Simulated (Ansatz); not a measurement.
`BC1C[SiH2][SiH2]1` + H–F → `FC1C[SiH2][SiH2]1` + BH₃  (substitution at a C–B bond)

Program: Ansatz. Geometries: PBE0-D4/def2-TZVP. ΔE: electronic, gas phase. CCSD(T)/CBS adds triple-zeta CCSD(T) − MP2 to the extrapolated MP2 energy (def2 sets, frozen cores). This one scheme is used for every species. Functionals use def2-TZVPP.

`BC1C[SiH2][SiH2]1`:

```xyz
14

B     0.908    1.165   -0.922
C    -0.433    0.930   -0.203
C     0.605    0.300    0.828
Si    0.001   -1.515    0.831
Si   -1.460   -0.570   -0.715
H     1.498    2.196   -0.773
H     1.355    0.324   -1.653
H    -0.930    1.809    0.200
H     1.658    0.330    0.433
H     0.653    0.856    1.762
H    -0.606   -1.866    2.145
H     1.053   -2.519    0.514
H    -1.414   -0.913   -2.161
H    -2.886   -0.528   -0.286
```

H–F:

```xyz
2

F    -0.397   -0.188    0.137
H     0.397    0.188   -0.137
```

`FC1C[SiH2][SiH2]1`:

Z-matrix (Å, degrees):
```
C
C 1 1.535
F 1 1.401 2 108.3
Si 1 1.932 2 98.4 3 -111.4
H 1 1.093 2 114.3 3 119.1
Si 2 1.911 1 99.2 3 81.8
H 2 1.093 1 112.7 3 -45.8
H 2 1.096 1 108.8 3 -165.3
H 4 1.485 1 116.5 2 148.9
H 4 1.490 1 110.5 2 -84.8
H 6 1.488 2 116.2 1 144.3
H 6 1.486 2 113.7 1 -88.0
```

BH₃:

Z-matrix (Å, degrees):
```
B
H 1 1.193
H 1 1.193 2 120.0
H 1 1.193 2 120.0 3 180.0
```

Is it downhill or uphill in electronic energy at CCSD(T)/CBS, and by how much? (Best estimate.)

Computed: Uphill: ΔE = +111.6 kJ/mol.

What do these levels give: PBE-D4, ωB97M-V, B2PLYP, r2SCAN, MP2/def2-TZVPP, CCSD/def2-TZVPP, CCSD(T)/def2-TZVPP, HF/def2-QZVPP, MP2/def2-QZVPP, SCS-MP2/def2-QZVPP, HF/CBS(def2), CCSD/CBS(def2)? (Estimate.)

Computed: PBE-D4 112.3, ωB97M-V 101.0, B2PLYP 93.1, r2SCAN 102.1, MP2/def2-TZVPP 123.8, CCSD/def2-TZVPP 98.9, CCSD(T)/def2-TZVPP 105.7, HF/def2-QZVPP 52.9, MP2/def2-QZVPP 127.6, SCS-MP2/def2-QZVPP 106.8, HF/CBS(def2) 53.1, CCSD/CBS(def2) 104.8 kJ/mol.

Largest T1 diagnostic among the species: 0.013.

The D4 term adds +9.9 kJ/mol with B3LYP and +5.4 kJ/mol with PBE0; it sums over pairs of atoms, weighted by their polarisabilities, and B3LYP, whose exchange is more repulsive, gets the larger term. In def2-TZVPP, CCSD(T) changes the Hartree–Fock value by +53.9 kJ/mol (the triples alone add +6.9 kJ/mol) and MP2 by +72.0 kJ/mol.

B3LYP here is the variant with VWN-RPA as its local correlation; programs differ in this.
